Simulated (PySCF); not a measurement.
# Working out the ionisation energy of Zr⁺

Zr⁺ [Kr] 4d2 5s1 (4F) → Zr²⁺ [Kr] 4d2 (3F). All numbers are calculated (PySCF 2.14, scalar relativity through the core potential, in def2-SVP with the def2 core potential (28 electrons)). Frozen: 4s2 4p6. Energies in hartree (1 hartree = 27.21139 eV):

```json
{"part": "UHF", "Zr⁺ (lower)": "-46.240866", "Zr²⁺ (upper)": "-45.788845"}
{"part": "MP2 opposite-spin", "Zr⁺ (lower)": "0.000000", "Zr²⁺ (upper)": "0.000000"}
{"part": "MP2 same-spin", "Zr⁺ (lower)": "-0.008131", "Zr²⁺ (upper)": "-0.001939"}
```

Problem. What does Hartree-Fock give?

Solution. (-45.788845) − (-46.240866) = 0.452021 hartree = 12.300 eV.

Problem. What do MP2 and SCS-MP2 (6/5 opposite-spin, 1/3 same-spin) give?

Solution. The opposite-spin parts differ by 0.000 eV and the same-spin parts by 0.168 eV. MP2: 12.300 + (0.000) + (0.168) = 12.468 eV. SCS-MP2: 12.300 + 1.2 × (0.000) + (0.168)/3 = 12.356 eV.

Reference: 13.13 eV (measured; NIST Atomic Spectra Database, ionization energies), between the lowest levels; spin-orbit coupling is absent from the calculation.

A double-zeta basis recovers only part of the correlation energy.

What remains against the reference includes basis incompleteness, the frozen core and correlation beyond second order.
